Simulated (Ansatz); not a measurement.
Compare A (`N=[C](O)[GaH2]`) with its isomer B (`O/C=[N]/[GaH2]`).

Isolated molecules relaxed with PBE0-D4/def2-TZVP in Ansatz; ΔE leaves out vibrations. CBS: MP2 limit from def2 TZ/QZ plus the TZ coupled-cluster correction, frozen cores. DFT in def2-TZVPP. B3LYP here is the variant with VWN-RPA as its local correlation; programs differ in this. For Ga outer-core shells are correlated without core-valence functions, which leaves a few kJ/mol of doubt a bond. Scalar relativity is left out up to krypton. One conformer a species, not always the lowest.

(1) Which isomer does CCSD(T)/CBS put lower? Give the gap. (Estimate.)

(2) Give E(B) − E(A) in kJ/mol with B3LYP, HF/def2-TZVPP, PBE0-D4, ωB97M-V, B2PLYP, CCSD(T)/def2-TZVPP, BLYP-D4. (An estimate is asked.)

(3) Does the order hold for the free energy at 298.15 K (harmonic terms from PBE0-D4)? (An estimate is asked.)

Largest T1 diagnostic: 0.016.

Results:

(1) Computed: B, by 49.4 kJ/mol.

(2) Ansatz gave: B3LYP -54.0, HF/def2-TZVPP -58.5, PBE0-D4 -50.0, ωB97M-V -47.6, B2PLYP -55.1, CCSD(T)/def2-TZVPP -50.6, BLYP-D4 -51.8. None reverses the order clearly.

(3) Ansatz gave: Yes: G(B) − G(A) = -48.8 kJ/mol, for one conformer each.

In def2-TZVPP, CCSD(T) changes the Hartree–Fock value by +7.9 kJ/mol (the triples alone add +0.5 kJ/mol) and MP2 by +3.4 kJ/mol. At CCSD(T), def2-SVP lies −11.4 kJ/mol from the extrapolated value and def2-TZVPP −1.2 kJ/mol.
